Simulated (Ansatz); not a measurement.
System: sum formula TiO$_{3}$H$_{3}$, charge 1, multiplicity 1. The spin state was set by rule; other spins were not relaxed. 
Coordinates optimised at B3LYP-D3(BJ)/def2-TZVP (Ansatz, a program for electronic structure):
SMILES: [OH][Ti+]([OH])[OH]
```xyz
7

Ti     0.0778     0.1741     0.1081
O      1.4452    -0.2871    -0.8627
H      2.1619    -0.8828    -1.1215
O     -0.3264    -0.9058     1.4100
H     -0.9456    -1.4061     1.9596
O     -1.2681     0.8589    -0.7546
H     -1.7345     1.1299    -1.5575
```
Charge +1, spin multiplicity 1.

Parts of the frozen-core correlation energy in STO-3G (Ansatz, hartree). Frozen orbitals: 12; correlated occupied orbitals by spin: 12 and 12; virtual: 12 and 12. Spin-orbit coupling is left out. Non-relativistic.

```json
[
 {"term": "reference (HF)", "value": "-1063.15458"},
 {"term": "MP2 opposite-spin", "value": "?"},
 {"term": "MP2 same-spin", "value": "?"},
 {"term": "CCSD correlation", "value": "?"},
 {"term": "(T)", "value": "-0.02049"},
 {"term": "T1 diagnostic", "value": "0.028"},
 {"term": "largest doubles amplitude", "value": "0.032"}
]
```

Q: Some entries are withheld; supply them.

A: 
- MP2 opposite-spin, value: -0.16870
- MP2 same-spin, value: -0.05398
- CCSD correlation, value: -0.23809
